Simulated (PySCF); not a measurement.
Compound: PbMe4, C4H12Pb.
Bonds: Pb1–C2, Pb1–C6, Pb1–C10, Pb1–C14. Hydrogens: H3, H4, H5 on C2; H7, H8, H9 on C6; H11, H12, H13 on C10; H15, H16, H17 on C14.

Computed with PBE0-D3(BJ)/def2-SVP geometry optimisation, gas phase, def2 core potentials past Kr in PySCF 2.14.0.

(1) What internal coordinates does the optimisation give?

Results:

(1) 
```
                   bond  length (Å)
Pb1–C2 and 3 like bonds       2.242
C2–H3 and 11 like bonds       1.099
```

Bonds in one row agree within 0.01 Å and their mean is given. A selection of angles:
```
    angle  degrees
C2–Pb1–C6    109.2
Pb1–C2–H3    109.6
 H3–C2–H4    109.4
```

Pb1 (lead bonded to 4 C) is tetrahedral (angles from 109.2° to 109.6°). All 4 C–Pb bonds measure 2.242 to 2.243 Å.

Point group: T (every atom within 0.08 Å of its image). Stationary, but not proved a minimum.

On an Arm Neoverse V1 with one thread, no GPU, shared host with 32 logical CPUs at a one-minute load of 10, this took 87 s wall and 0.56 GiB of memory at its peak. That covers the optimisation of the geometry.
